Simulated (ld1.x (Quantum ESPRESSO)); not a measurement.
## Building the PAW potential for Ga (Z = 31) (BP86, scalar-relativistic).

The input file (ld1.x (Quantum ESPRESSO) 7.5):

```
&input
   title='Ga', zed=31., rel=1, dft='BP', iswitch=3,
   config='[Ar] 3d10 4s2 4p1',
   nld=2, rlderiv=3.25, eminld=-3.0, emaxld=5.0, deld=0.02
 /
 &inputp
   pseudotype=3, lpaw=.true., tm=.true., lloc=-1, rcloc=2.20,
   nlcc=.true.,
   which_augfun='PSQ', rmatch_augfun_nc=.true.,
   file_pseudopw='Ga.UPF', file_wfcaegen='ae.wfc', file_wfcncgen='nc.wfc', file_beta='beta', file_chi='chi', file_wfcusgen='us.wfc'
 /
4
4S  1  0   2.00   0.00  1.85  2.05  0.0
4S  1  0   0.00   0.40  1.85  2.05  0.0
4P  2  1   1.00   0.00  2.25  3.00  0.0
4P  2  1   0.00   0.40  2.25  3.00  0.0
 &test
   configts(1)='4s2 4p1'
 /
```

Command:

```bash
ld1.x < Ga.in > Ga.out
```

Resulting log (shortened: banner, matrices, multipoles, cross overlaps and the repeated all-electron block are left out):

```
Program LD1 v.7.5
     --------------------------- All-electron run ----------------------------

     Ga
     scalar relativistic calculation

     atomic number is 31.00
     dft =BP   lsd =0 sic =0 latt =0  beta=0.20 tr2=1.0E-14
     Exchange-correlation= BP
                           (   1   1   1   1   0   0   0)
     mesh =1205 r(mesh) = 101.09016 a.u. xmin = -7.00 dx = 0.01250
     1 Ry =  13.60569312 eV, c = 137.03599908

     n l     nl                  e(Ry)          e(Ha)          e(eV)
     1 0     1S 1( 2.00)      -752.1160      -376.0580    -10233.0595
     2 0     2S 1( 2.00)       -92.8147       -46.4073     -1262.8082
     2 1     2P 1( 6.00)       -80.7951       -40.3975     -1099.2731
     3 0     3S 1( 2.00)       -10.8930        -5.4465      -148.2073
     3 1     3P 1( 6.00)        -7.2727        -3.6364       -98.9508
     3 2     3D 1(10.00)        -1.4169        -0.7084       -19.2777
     4 0     4S 1( 2.00)        -0.6695        -0.3347        -9.1089
     4 1     4P 1( 1.00)        -0.1997        -0.0998        -2.7167

     final scf error:  9.9E-15 reached in  27 iterations

     Etot =   -3889.015825 Ry,   -1944.507912 Ha,  -52912.755864 eV

     Ekin =    3955.091062 Ry,    1977.545531 Ha,   53811.755258 eV
     Encl =   -9370.629643 Ry,   -4685.314822 Ha, -127493.911297 eV
     Eh   =    1678.615429 Ry,     839.307714 Ha,   22838.726393 eV
     Exc  =    -152.092672 Ry,     -76.046336 Ha,   -2069.326218 eV

     normalization and overlap integrals

     s(1S/1S) =  1.000000  <r> =   0.0486  <r2> =    0.0032  r(max) =   0.0319
     s(2S/2S) =  1.000000  <r> =   0.2178  <r2> =    0.0560  r(max) =   0.1833
     s(2P/2P) =  1.000000  <r> =   0.1907  <r2> =    0.0446  r(max) =   0.1464
     s(3S/3S) =  1.000000  <r> =   0.6517  <r2> =    0.4906  r(max) =   0.5647
     s(3P/3P) =  1.000000  <r> =   0.6791  <r2> =    0.5442  r(max) =   0.5647
     s(3D/3D) =  1.000000  <r> =   0.8108  <r2> =    0.8637  r(max) =   0.5305
     s(4S/4S) =  1.000000  <r> =   2.3403  <r2> =    6.3778  r(max) =   1.8984
     s(4P/4P) =  1.000000  <r> =   3.3818  <r2> =   13.7844  r(max) =   2.5307

     ------------------------ End of All-electron run ------------------------

     --------------------- Generating PAW atomic setup --------------------

      Generating local potential from pseudized AE potential:
      Matching radius rcloc =   2.2000

      Local pseudo, rcloc= 2.206 Estimated cut-off energy=     5.00 Ry

      Computing core charge for nlcc:

       r > 1.55 : true rho core
       r < 1.55 : rho core = a sin(br)/r    a=   2.76  b=   1.71

      Integrated core pseudo-charge :   3.41
      Wfc-us  4S rcutus= 2.046  Estimated cut-off energy=    10.86 Ry
      Wfc-us  4S rcutus= 2.046  Estimated cut-off energy=    13.03 Ry
      Wfc-us  4P rcutus= 2.977  Estimated cut-off energy=     8.62 Ry
      Wfc-us  4P rcutus= 2.977  Estimated cut-off energy=    10.66 Ry

     Required augmentation: PSQ   radius:    3.000000

     Q pseudized with Bessel functions
     Expected ecutrho=      59.4233 due to l1=  0   l2=  1

     Estimated PAW energy = -154.409958 Ryd

     ------------------- End of pseudopotential generation -------------------

     Computing logarithmic derivative in   3.26997
     Computing logarithmic derivative in   3.26997
     Computing the partial wave expansion
     R is outside the sphere for l=    0 j= 0.00
     R is outside the sphere for l=    0 j= 0.00
     R is outside the sphere for l=    1 j= 0.00
     R is outside the sphere for l=    1 j= 0.00

     ---------------------- Testing the pseudopotential ----------------------

     Ga
     scalar relativistic calculation

     atomic number is 31.00   valence charge is  3.00
     dft = SLA  PZ   B88  P86   lsd =0 sic =0 latt =0  beta=0.20 tr2=1.0E-14
     mesh =1205 r(mesh) = 101.09016 xmin = -7.00 dx = 0.01250

     n l     nl             e AE (Ry)        e PS (Ry)    De AE-PS (Ry)
     1 0     4S   1( 2.00)       -0.66949       -0.66949        0.00000
     2 1     4P   1( 1.00)       -0.19967       -0.19967        0.00000

     eps = 8.8E-15  iter = 22

     Etot =   -3889.015825 Ry,   -1944.507912 Ha,  -52912.755864 eV
     Etotps =  -154.409962 Ry,     -77.204981 Ha,   -2100.854557 eV

     Ekin =       9.541367 Ry,       4.770684 Ha,     129.816912 eV
     Encl =     -14.928466 Ry,      -7.464233 Ha,    -203.112133 eV
     Ehrt =       3.069808 Ry,       1.534904 Ha,      41.766870 eV
     Ecxc =    -152.092671 Ry,     -76.046335 Ha,   -2069.326206 eV
     (Ecc =      -3.083857 Ry,      -1.541929 Ha,     -41.958018 eV)

     ---------------------- End of pseudopotential test ----------------------
```

Generation and configuration tests took about 1.4 s on one core of a shared server CPU.
